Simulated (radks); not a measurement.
The numbers below are computed, except where a source is named.
The nuclear charge of the rubidium ion Rb+ is varied continuously with 36 electrons held in [Kr]. Level of theory: scalar-relativistic Kohn-Sham, PBE, spin-polarised, spherical densities, finite nucleus; Fermi nuclear charge, rms radius 4.2036 fm (a radial shooting solver on a logarithmic mesh with Libxc functionals). By the Hellmann-Feynman theorem dE/dZ = E(electron-nucleus)/Z, the electronic potential at the nucleus (averaged over a nucleus of fixed radius). The scalar-relativistic energy here is not variational (the density holds large components alone), so the two differ by a part that grows with Z.

[
 {"Z": "36.5", "E (hartree)": "-2884.74747", "E(electron-nucleus)/Z (hartree)": "-190.454", "HOMO": "4p", "e(HOMO) (eV)": "-15.119", "<r> HOMO (bohr)": "1.819"},
 {"Z": "36.6", "E (hartree)": "-2903.86027", "E(electron-nucleus)/Z (hartree)": "-191.156", "HOMO": "4p", "e(HOMO) (eV)": "-16.374", "<r> HOMO (bohr)": "1.796"},
 {"Z": "36.7", "E (hartree)": "-2923.04357", "E(electron-nucleus)/Z (hartree)": "-191.857", "HOMO": "4p", "e(HOMO) (eV)": "-17.656", "<r> HOMO (bohr)": "1.775"},
 {"Z": "36.8", "E (hartree)": "-2942.29736", "E(electron-nucleus)/Z (hartree)": "-192.559", "HOMO": "4p", "e(HOMO) (eV)": "-18.962", "<r> HOMO (bohr)": "1.754"},
 {"Z": "36.9", "E (hartree)": "-2961.62164", "E(electron-nucleus)/Z (hartree)": "-193.260", "HOMO": "4p", "e(HOMO) (eV)": "-20.294", "<r> HOMO (bohr)": "1.734"},
 {"Z": "37", "E (hartree)": "-2981.01640", "E(electron-nucleus)/Z (hartree)": "-193.962", "HOMO": "4p", "e(HOMO) (eV)": "-21.651", "<r> HOMO (bohr)": "1.714"},
 {"Z": "37.1", "E (hartree)": "-3000.48164", "E(electron-nucleus)/Z (hartree)": "-194.663", "HOMO": "4p", "e(HOMO) (eV)": "-23.032", "<r> HOMO (bohr)": "1.696"},
 {"Z": "37.2", "E (hartree)": "-3020.01736", "E(electron-nucleus)/Z (hartree)": "-195.365", "HOMO": "4p", "e(HOMO) (eV)": "-24.437", "<r> HOMO (bohr)": "1.677"},
 {"Z": "37.3", "E (hartree)": "-3039.62356", "E(electron-nucleus)/Z (hartree)": "-196.066", "HOMO": "4p", "e(HOMO) (eV)": "-25.866", "<r> HOMO (bohr)": "1.660"},
 {"Z": "37.4", "E (hartree)": "-3059.30025", "E(electron-nucleus)/Z (hartree)": "-196.768", "HOMO": "4p", "e(HOMO) (eV)": "-27.318", "<r> HOMO (bohr)": "1.642"},
 {"Z": "37.5", "E (hartree)": "-3079.04742", "E(electron-nucleus)/Z (hartree)": "-197.469", "HOMO": "4p", "e(HOMO) (eV)": "-28.794", "<r> HOMO (bohr)": "1.626"},
 {"Z": "37.6", "E (hartree)": "-3098.86509", "E(electron-nucleus)/Z (hartree)": "-198.171", "HOMO": "4p", "e(HOMO) (eV)": "-30.293", "<r> HOMO (bohr)": "1.609"},
 {"Z": "37.7", "E (hartree)": "-3118.75326", "E(electron-nucleus)/Z (hartree)": "-198.872", "HOMO": "4p", "e(HOMO) (eV)": "-31.815", "<r> HOMO (bohr)": "1.593"},
 {"Z": "37.8", "E (hartree)": "-3138.71193", "E(electron-nucleus)/Z (hartree)": "-199.574", "HOMO": "4p", "e(HOMO) (eV)": "-33.360", "<r> HOMO (bohr)": "1.578"},
 {"Z": "37.9", "E (hartree)": "-3158.74112", "E(electron-nucleus)/Z (hartree)": "-200.276", "HOMO": "4p", "e(HOMO) (eV)": "-34.927", "<r> HOMO (bohr)": "1.563"},
 {"Z": "38", "E (hartree)": "-3178.84082", "E(electron-nucleus)/Z (hartree)": "-200.977", "HOMO": "4p", "e(HOMO) (eV)": "-36.517", "<r> HOMO (bohr)": "1.548"}
]

The central difference of E at Z = 37 is -194.300 hartree, to compare with the third column; the second derivative is -7.05 hartree.
